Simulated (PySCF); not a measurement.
Can point charges reproduce the dipole moment of `F[SiH2]N([SiH3])/C=C\C1CC1`?

Coordinates (GFN2-xTB, Å) and charges (e) from the PBE0/pcSseg-1 density (PySCF):

```csv
atom,x,y,z,Mulliken,IAO,Hirshfeld,ESP-fitted
F1,-4.018,-0.100,0.648,-0.4307,-0.5353,-0.1931,-0.3160
Si2,-2.810,-1.093,1.010,+1.0192,+1.2152,+0.4562,+0.7290
N3,-1.470,-0.602,0.034,-0.9380,-0.7722,-0.2534,-0.2960
Si4,-1.603,0.602,-1.234,+0.6144,+0.7375,+0.3479,+0.4749
C5,-0.286,-1.324,0.243,+0.1417,-0.0689,-0.0165,-0.1862
C6,0.954,-0.849,0.311,-0.0924,-0.1905,-0.0653,-0.3957
C7,1.369,0.560,0.247,-0.3250,-0.1340,-0.0403,+0.1985
C8,2.687,0.967,0.847,-0.1692,-0.2866,-0.0854,-0.4633
C9,2.522,0.962,-0.638,-0.1767,-0.2903,-0.0867,-0.1704
H10,-2.535,-0.888,2.424,-0.1194,-0.1583,-0.0772,-0.1225
H11,-3.285,-2.424,0.660,-0.1297,-0.1636,-0.0773,-0.1297
H12,-2.820,0.317,-1.991,-0.0796,-0.1238,-0.0782,-0.1023
H13,-1.682,1.940,-0.639,-0.0853,-0.1383,-0.0787,-0.1084
H14,-0.420,0.428,-2.071,-0.0810,-0.1125,-0.0714,-0.0971
H15,-0.443,-2.388,0.382,+0.1038,+0.1334,+0.0399,+0.1490
H16,1.754,-1.564,0.449,+0.0847,+0.1454,+0.0448,+0.2168
H17,0.556,1.270,0.336,+0.1472,+0.1428,+0.0415,+0.0800
H18,3.299,0.198,1.294,+0.1274,+0.1469,+0.0477,+0.1699
H19,2.743,1.917,1.356,+0.1302,+0.1526,+0.0501,+0.1708
H20,3.015,0.183,-1.201,+0.1269,+0.1491,+0.0466,+0.1079
H21,2.464,1.906,-1.158,+0.1315,+0.1512,+0.0490,+0.0905
```

Q: Compute μ = Σ q r for each scheme (1 e·Å = 4.803 D) and compare with the dipole of the full density.

A: The full density gives (1.65, -0.55, 0.10) D, 1.75 D in size; dipole vectors point from the negative to the positive end.

```json
{"scheme": "Mulliken", "μx": "2.81", "μy": "-1.01", "μz": "0.12", "size (D)": "2.99", "share of the full size (%)": "171", "angle to the full dipole (°)": "2"}
{"scheme": "IAO", "μx": "1.97", "μy": "-1.39", "μz": "0.29", "size (D)": "2.43", "share of the full size (%)": "139", "angle to the full dipole (°)": "17"}
{"scheme": "Hirshfeld", "μx": "1.06", "μy": "-0.41", "μz": "0.14", "size (D)": "1.14", "share of the full size (%)": "66", "angle to the full dipole (°)": "5"}
{"scheme": "ESP-fitted", "μx": "1.69", "μy": "-0.58", "μz": "0.11", "size (D)": "1.79", "share of the full size (%)": "102", "angle to the full dipole (°)": "0"}
```

Q: Which set comes closest?

A: Length of the difference vector: ESP-fitted 0.05 D, Hirshfeld 0.61 D, IAO 0.92 D, Mulliken 1.25 D. Closest: ESP-fitted. The schemes that divide the density aren't constrained to reproduce the dipole.

Q: What is left for the Hirshfeld atoms' own dipoles?

A: The Hirshfeld atoms' densities add up to the full density, so μ = Σ q r + Σ (atomic dipoles). The atomic dipoles sum to (1.65, -0.55, 0.10) − (1.06, -0.41, 0.14) = (0.59, -0.14, -0.04) D, 0.61 D in size.

Q: With the origin at the mean of the coordinates, (0.000, 0.001, 0.062) Å, which are the largest single terms, by size, of the Hirshfeld dipole along the direction of the full one?

A: Si2 -4.96, F1 +3.47, Si4 -2.97, N3 +1.46, H12 +1.08 D; all 21 atoms together +1.14 D. The single terms depend on the origin, their sum doesn't.

Q: Give the size of the full dipole in other units.

A: 1.75 D = 0.687 au = 0.364 e·Å = 5.83 × 10⁻³⁰ C·m.

The structure is a single GFN2-xTB conformer in the gas phase; no vibrational or solvent corrections.

The values belong to the conformer `[F:1][SiH2:2][N:3]([SiH3:4])/[CH:5]=[CH:6]\[CH:7]1[CH2:8][CH2:9]1`: F1–Si2–N3–Si4 -8°, Si2–N3–C5–C6 -138°, C5–C6–C7–C8 157°.
